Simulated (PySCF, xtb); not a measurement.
H6NSi2, SMILES [SiH3][N][SiH3] (connectivity only; charge and spin as stated), charge -1, multiplicity 1.

GFN2-xTB run with xtb 6.7.1 at its own geometry gives an orbital gap of 4.91 eV.

Geometry optimised at PBE0-D3(BJ)/def2-SVPD. The spin state was assumed, not searched. The isomer is the one that the SMILES or the coordinates give; other isomers of the formula were not compared.

Question: What does CAM-B3LYP/def2-TZVPD (PySCF) give? (The exact figures need the calculation; the answer reports its results.)

Answer: gap 7.02 eV (levels -2.77 and 4.25 eV).
